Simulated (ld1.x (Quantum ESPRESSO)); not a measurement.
## What one change does to a pseudopotential (bromine (Br), RRKJ)

- Element: bromine (Br)
- Generator: ld1.x (Quantum ESPRESSO) 7.5
- Type: norm-conserving RRKJ (Kleinman–Bylander form)
- Functional: PBEsol
- Relativity: scalar-relativistic
- Frozen core: [Ar]
- Valence charge: 17
- Reference configuration: 3d10 4s1.75 4p5.25
- Partial waves: 4p (bound): rc 1.45 bohr; 3d (bound): rc 0.85 bohr; 4s (bound): rc 1.40 bohr
- Local potential: the s channel
- Core correction: none
- rho0: 0.005

Change: core correction a·sin(br)/r model core inside 0.64 bohr.

Cutoffs: the cutoffs (Ry, on a coarse ladder) from which the occupation-weighted sum of valence levels, in a spherical-Bessel basis at the reference potential, stays within 10 and 1 mRy of its value at 400 Ry; they do not see the model core or the augmentation charge, which bear on the density cutoff. Errors are all-electron minus pseudo energies relative to the spin-unpolarised reference configuration.

Q: How do hardness, ghosts and transferability respond?

A: Of the 7 tests that both files solve, the error grows in 1 and shrinks in 2 by more than 15 % and 0.3 meV (median size 9.2 → 6.5 meV); neither file shows a bound ghost. A model core, the more so a compact one, raises the density cutoff, which this test does not measure.

| quantity | base | changed |
| --- | --- | --- |
| cutoff, loose | 300 Ry | 300 Ry |
| cutoff, tight | over 300 Ry | over 300 Ry |
| bound ghosts | none | none |
| error for 3d10 4s2 4p5, meV [ΔE -3.08 eV] | +0.1 | +0.1 |
| error for 3d10 4s2 4p4, meV [ΔE 9.48 eV] | -3.3 | -2.9 |
| error for 3d10 4s2 4p3, meV [ΔE 32.25 eV] | -9.2 | -7.3 |
| error for 3d9 4s2 4p6, meV [ΔE 61.24 eV] | -1233 | -1349 |
| error for 3d10 4s2 4p2, meV [ΔE 66.26 eV] | -11 | -6.5 |
| error for 3d10 4s2 4p5.3, meV [ΔE -5.04 eV] | +0.4 | +0.3 |
| error for 3d10 4s2 4p1, meV [ΔE 112.32 eV] | +10 | +14 |
| s: phases at 1.61 bohr within 0.05 rad from the reference energy up to (Ry; the scan ends near 5) | to the end of the scan | to the end of the scan |
| p: phases at 1.61 bohr within 0.05 rad from the reference energy up to (Ry; the scan ends near 5) | to the end of the scan | to the end of the scan |
| d: phases at 1.61 bohr within 0.05 rad from the reference energy up to (Ry; the scan ends near 5) | -0.9 | -0.9 |
